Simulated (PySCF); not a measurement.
# Simulated characterisation data

Single conformer, relativity neglected, isolated molecule, rapidly exchanging positions averaged. Structure optimised with GFN2-xTB; GIAO PBE0/pcSseg-1 shieldings; PySCF.

Chemical shifts δ = σref − σ; ¹H and ¹³C against TMS, all at this level. Splittings of carbon signals by F and P are missing where no couplings were computed. Where no couplings were computed, multiplicities follow the n + 1 count of equivalent neighbours, and m marks all less simple cases (inequivalent or close neighbours, rings, F or P nearby). Shifts are as computed. Against solution values, carbons near 30 ppm lie about +3 ppm off and those near 130 ppm about +5 ppm; carbons on Cl a further +6 ppm. Of 1309 compounds with measured shifts, 239 miss one by over three times the rms of a fit or turn the order of signals round; such compounds aren't used in these exercises. Carbons bonded to Cl come out too deshielded. OH and NH positions are gas-phase values without hydrogen bonding to other molecules.

Compound 1 (C$_{8}$H$_{9}$ClSi). ¹H NMR (500 MHz, computed): δ 6.20 (t, 1H), 5.93 (t, 1H), 4.80 (m, 2H), 3.41 (s, 2H), 3.05 (d, 2H), 1.57 (t, 1H). ¹³C{¹H} NMR (computed): δ 160.6, 158.2, 120.8, 120.5, 86.1, 78.0, 43.9, 35.3. Structure: SMILES C#CCC1=C[SiH2]C=C(Cl)C1.

Compound 2 (C$_{3}$H$_{9}$F$_{3}$OSi$_{2}$). ¹H NMR (500 MHz, computed): δ 6.84 (m, 1H), 5.54 (m, 1H), 4.47 (m, 1H), 3.94 (d, 3H), 3.94 (m, 3H). ¹³C{¹H} NMR (computed): δ 126.5, 96.1, 72.5. Structure: `InChI=1S/C3H9F3OSi2/c4-1(8)2(9)7-3(5)6/h1-3H,8-9H3/t1-,2-/m0/s1`.

Compound 3 (C$_{4}$H$_{11}$NOSi$_{2}$). ¹H NMR (500 MHz, computed): δ 11.23 (br s, 1H), 8.02 (d, 1H), 4.89 (s, 3H), 2.87 (m, 1H), 2.66 (m, 1H), 2.54 (m, 1H), 1.16 (m, 1H), 0.93 (m, 1H), 0.56 (m, 1H). ¹³C{¹H} NMR (computed): δ 173.5, 82.7, 17.6, -0.5. Structure: SMILES [H]/N=C\[C@@H](O[SiH3])[C@H]1C[SiH2]1.
